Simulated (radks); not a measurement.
The numbers below are computed, except where a source is named.
Coulomb parameter of the 4d shell of neutral technetium in the model configuration [Kr] 4d4 5s2 5p1, as a second difference U = [E(n + 0.25) + E(n - 0.25) - 2 E(n)] / (0.25)^2 with all orbitals relaxed. "Bare": the charge of the atom changes with n. "Screened": the 5p shell takes up the change at fixed total charge, which measures U(4d,4d) + U(5p,5p) - 2 U(4d,5p). Level of theory: scalar-relativistic Kohn-Sham, LDA (Slater exchange, Perdew-Wang correlation), spin-unpolarised, spherical densities, point nucleus (a radial shooting solver on a logarithmic mesh with Libxc functionals).

| case | configuration | E - E(n) (eV) |
|---|---|---|
| start | [Kr] 4d4 5s2 5p1 | 0.000 |
| bare +0.25 | [Kr] 4d4.25 5s2 5p1 | -2.362 |
| bare -0.25 | [Kr] 4d3.75 5s2 5p1 | 2.959 |
| screened +0.25 | [Kr] 4d4.25 5s2 5p0.75 | -1.907 |
| screened -0.25 | [Kr] 4d3.75 5s2 5p1.25 | 2.083 |

U(bare) = 9.546 eV, U(screened by 5p) = 2.814 eV, against the Slater integral F0(4d,4d) = 15.309 eV with frozen orbitals. The step up makes a negative ion, whose loosely bound charge lowers the bare value.
